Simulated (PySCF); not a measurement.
# Li⁻ (lithium, charge -1): PBE calculation

Configuration: [He] 2s2, closed-shell 1S. Calculation: PySCF 2.14, in aug-cc-pCVTZ-DK with one added diffuse shell each of s, p, d, f type (8s7p5d3f, 75 functions); scalar relativity by spin-free X2C-1e.

```
Total energy                        : -7.4817 hartree
One-electron energy                 : -10.2077 hartree
Hartree (Coulomb) energy            : 4.6017 hartree
Exchange-correlation energy         : -1.8757 hartree
⟨S²⟩                                : 0.0000
⟨L²⟩                                : 0.000
Sum of ⟨r⟩                          : 12.75 bohr
Sum of ⟨r²⟩                         : 99.86 bohr²
Langevin diamagnetic susceptibility : -79.1 ×10⁻⁶ cm³/mol
```

| shell | electrons | mean orbital energy (hartree) | rms radius, mean of both spins (bohr) |
| --- | --- | --- | --- |
| 1s | 2 | -1.73060 | 0.683 |
| 2s | 2 | 0.02892 | 7.03 |

At PBE the highest occupied level has a positive energy, so only the finite basis holds that electron; in a semilocal or global hybrid functional this comes from self-interaction and does not mean that the real anion is unbound.
